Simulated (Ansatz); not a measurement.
Program: Ansatz. Geometries: PBE0-D4/def2-TZVP. ΔE: electronic, gas phase. CCSD(T)/CBS adds triple-zeta CCSD(T) − MP2 to the extrapolated MP2 energy (def2 sets, frozen cores). This one scheme is used for every species. DFT in def2-TZVPP. For Ga outer-core shells are correlated without core-valence functions, which leaves a few kJ/mol of doubt a bond. Scalar relativity is left out up to krypton.

Consider the hydrogenolysis of a B–Si bond: `C[B]([SiH3])[GaH2]` + H₂ → `C[BH][GaH2]` + SiH₄.

```
             level  ΔE (kJ/mol)
            B97M-V        -28.0
RPA@PBE/def2-TZVPP        -35.3
```

Question: What does CCSD(T)/CBS give? (Best estimate.)

Answer: The calculation gave: -29.0 kJ/mol. The listed levels differ from it by 1.0, -6.3 kJ/mol.

Largest T1 diagnostic among the species: 0.014.

Leaving LDA and LC-ωPBE aside and taking each functional with its dispersion term where it has one, the values, not all of them listed here, spread over 26.3 kJ/mol, from B2PLYP to revPBE-D4. LDA lies +5.8 kJ/mol from PBE without D4. From r2SCAN to r2SCAN0 (25 % exact exchange), in def2-TZVPP and without D4, ΔE moves by −5.6 kJ/mol. The D4 term adds +12.5 kJ/mol with B3LYP and +7.0 kJ/mol with PBE0; it sums over pairs of atoms, weighted by their polarisabilities, and B3LYP, whose exchange is more repulsive, gets the larger term.

CCSD(T)/CBS has its own doubt, a few kJ/mol and more with outer-core shells, so smaller differences from it don't rank the levels.

B3LYP here is the variant with VWN-RPA as its local correlation; programs differ in this.
